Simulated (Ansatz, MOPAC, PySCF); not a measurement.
Donor–acceptor adduct: AlH3 (SMILES [AlH3]) (first 4 atoms) with CH4O (SMILES CO); geometry from B3LYP-D3(BJ)/def2-TZVP, rigid monomers moved along the line of their centres of mass till Al1···O6 is 1.80 Å.
(charge 0, multiplicity 1):
```xyz
10

Al    -0.934    -0.210     0.663
H     -1.004    -1.797     0.738
H     -0.200     0.498    -0.562
H     -2.127     0.592     1.361
C      0.172    -0.145     3.237
O      0.405     0.103     1.832
H      1.118    -0.104     3.773
H     -0.245    -1.146     3.298
H     -0.539     0.577     3.636
H      0.846     0.950     1.695
```

Counterpoise-corrected where a basis set is named; no monomer relaxation.

The state that PM7 reach isn't checked; PM7 holds dispersion and hydrogen-bond terms.

Run with Ansatz (Gaussian basis) for Hartree–Fock, density functionals and correlated methods; MOPAC for PM7 (differences of heats of formation); PySCF for the dispersion terms. Each number belongs to the level named beside it.

Task: One of these levels gives -21.31 kcal/mol for the interaction energy. Which?
A) r2SCAN-D4/def2-TZVPPD
B) PBE-D4/def2-TZVPPD
C) PM7

Result: B, PBE-D4/def2-TZVPPD. The others give -5.06 (PM7), -25.06 (r2SCAN-D4/def2-TZVPPD)

Ansatz is an electronic-structure program.
